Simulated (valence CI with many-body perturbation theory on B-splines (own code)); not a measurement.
**Xe32+: what each term of the Hamiltonian does**

Calculated by configuration interaction combined with many-body perturbation theory (CI+MBPT): four valence electrons over a frozen Dirac-Fock core [Ar], a basis of 9 s, 9 p, 10 d, 8 f, 5 g, 3 h, 1 i functions for each j, with the one-electron correlation potential Σ1, the two-electron term Σ2, the three-electron term Σ3, Breit, model QED; selected CI, second order for the rest (own B-spline code, finite nucleus).

No measured spectrum was set against this ion. As an estimate, large intervals hold to a few tenths of a per cent, small ones and those within an open d or f shell to about a per cent. Only levels of the ground parity were solved; by the run's estimate the other parity begins above the list, which can be wrong where configurations are misplaced.

Each rung adds one term. CI alone is the Dirac-Coulomb CI over the frozen core; QED comes last and gives the full result, which names the levels. Energies are above (3d3/2^4) J=0 on the same rung, in cm⁻¹.

Levels are named by their leading jj configuration (3d3/2^4 stands for four electrons in 3d with j = 3/2), which in mixed levels can hold well under half, so a name can repeat and another be missing. Letters in brackets count levels of one name in rising energy.

```
                    Level  CI alone
      (3d3/2^3 3d5/2) J=1     80336
      (3d3/2^3 3d5/2) J=2    129747
      (3d3/2^3 3d5/2) J=4    151404
      (3d3/2^3 3d5/2) J=3    155454
(3d3/2^2 3d5/2^2) J=0 [a]    217538
(3d3/2^2 3d5/2^2) J=4 [a]    230504
(3d3/2^2 3d5/2^2) J=2 [a]    249488
(3d3/2^2 3d5/2^2) J=3 [a]    250144
    (3d3/2^2 3d5/2^2) J=5    270839
    (3d3/2^2 3d5/2^2) J=1    278795
    (3d3/2^2 3d5/2^2) J=6    288337
(3d3/2^2 3d5/2^2) J=4 [b]    311317
(3d3/2^2 3d5/2^2) J=2 [b]    318138
(3d3/2^2 3d5/2^2) J=3 [b]    321790
  (3d3/2 3d5/2^3) J=4 [a]    355051
(3d3/2^2 3d5/2^2) J=2 [c]    372188
```

Task: What do these energies become with core correlation, Breit and QED?

Result: (3d3/2^3 3d5/2) J=1 80561 (+225); (3d3/2^3 3d5/2) J=2 127835 (-1913); (3d3/2^3 3d5/2) J=4 146169 (-5235); (3d3/2^3 3d5/2) J=3 151845 (-3609); (3d3/2^2 3d5/2^2) J=0 [a] 214728 (-2810); (3d3/2^2 3d5/2^2) J=4 [a] 226406 (-4097); (3d3/2^2 3d5/2^2) J=2 [a] 245453 (-4036); (3d3/2^2 3d5/2^2) J=3 [a] 245710 (-4434); (3d3/2^2 3d5/2^2) J=5 264573 (-6266); (3d3/2^2 3d5/2^2) J=1 273744 (-5051); (3d3/2^2 3d5/2^2) J=6 280020 (-8317); (3d3/2^2 3d5/2^2) J=4 [b] 301952 (-9365); (3d3/2^2 3d5/2^2) J=2 [b] 309126 (-9012); (3d3/2^2 3d5/2^2) J=3 [b] 311908 (-9883); (3d3/2 3d5/2^3) J=4 [a] 348464 (-6587); (3d3/2^2 3d5/2^2) J=2 [c] 365443 (-6746).

Task: How does the ionisation energy move along the ladder, and which term matters most?

Result: CI alone 2014.1, + Σ1 2016.6, + Σ2 2024.5, + Σ3 2024.6, + Breit 2023.3, + QED 2023.4 eV. The largest step is Σ2, 7.9 eV. NIST lists 2023 ± 4 eV (theoretical).
